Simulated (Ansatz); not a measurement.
Consider the formal loss of a carbene: `CC[O][InH][Cl]` → `[CH2]` (triplet) + `C[O][InH][Cl]`.

Computed with Ansatz on PBE0-D4/def2-TZVP structures; ΔE is electronic, products minus reactants. CBS: MP2 limit from def2 TZ/QZ plus the TZ coupled-cluster correction, frozen cores. This one scheme is used for every species. DFT in def2-TZVPP. Triplets are unrestricted, without spin–orbit coupling. def2 core potentials past Kr. For In outer-core shells are correlated without core-valence functions, which leaves a few kJ/mol of doubt a bond. Each species was taken in one conformer, which may not be the lowest.

CCSD(T)/CBS gives +452.3 kJ/mol.

Question: Another level gave +447.1 kJ/mol. Which?
A. LC-ωPBE/def2-TZVPP
B. r2SCAN0-D4/def2-TZVPP
C. PBE-QIDH/def2-TZVPP
D. LDA (SPW92)/def2-TZVPP

Answer: C. PBE-QIDH 447.1, LC-ωPBE 437.8, r2SCAN0-D4 424.9, LDA (SPW92) 525.7 kJ/mol.

Largest T1 diagnostic among the species: 0.016.

At CCSD(T), def2-SVP lies −15.5 kJ/mol from the extrapolated value and def2-TZVPP −11.2 kJ/mol. Leaving LDA and LC-ωPBE aside and taking each functional with its dispersion term where it has one, the values, not all of them listed here, spread over 36.6 kJ/mol, from r2SCAN0-D4 to ωB97X-V. LDA lies +76.4 kJ/mol from PBE without D4. From r2SCAN to r2SCAN0 (25 % exact exchange), in def2-TZVPP and without D4, ΔE moves by −4.4 kJ/mol.
